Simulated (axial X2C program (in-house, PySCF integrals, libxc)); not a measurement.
# Testing model relations on Se₂⁺

A bond curve at the PBE0 level, two-component, was computed with an in-house all-electron X2C program for linear molecules (integrals from PySCF) (basis Se dyall-cv3z [8s9p6d4f1g] (cores contracted in-house)) for the state Ω = 1/2 (⟨Sz⟩ = -0.50, ⟨Lz⟩ = 1.00 at PBE0). Its fit gives Re = 2.0846 Å, ωe = 454.8 cm⁻¹, ωexe = 0.88 cm⁻¹ and αe = 2.640e-04 cm⁻¹; the masses are 79.9165 and 79.9165 u. Two-component means X2C with spin–orbit coupling and atomic mean-field Coulomb and Gaunt terms.

Problem. Find the reduced mass, Be and the force constant.

Solution. From the PBE0 values: μ = 39.9582 u. Be = 16.8576/(μ Re²) = 0.09708 cm⁻¹. k = 5.8918×10⁻⁷ μ ωe² = 4.87 mdyn/Å.

Problem. Where do the fundamental and the first overtone lie?

Solution. ν(1←0) = ωe − 2ωexe = 453.0 cm⁻¹; ν(2←0) = 2ωe − 6ωexe = 904.3 cm⁻¹.

Problem. A Morse curve ties αe to the other constants (Pekeris). How well does that hold?

Solution. αe(Morse) = 6Be²/ωe × (√(ωexe/Be) − 1) = 2.500e-04 cm⁻¹; the PBE0 curve gives 2.640e-04 cm⁻¹, a ratio of 0.95.

Problem. Estimate the centrifugal constant by the Kratzer relation.

Solution. D = 4Be³/ωe² = 1.77e-08 cm⁻¹.

Problem. Estimate De from a Morse curve and compare with the computed well depth of 4.282 eV to Se+ + Se.

Solution. De(Morse) = ωe²/(4ωexe) = 7.286 eV against 4.282 eV computed, a ratio of 1.70. The extrapolation overshoots: the well softens faster than a Morse curve, or the lowest atomic limit lies below the one to which the curve heads.

The state is one determinant whose occupation by symmetry is held fixed; it was picked as the lowest of a PBE0 search that is not exhaustive. De is counted from the lowest determinant-based energies of the atoms at the same level, without counterpoise correction. Density functionals use the spin component along the axis (collinear). Without a current term, density functionals place determinants with orbital angular momentum somewhat too high.
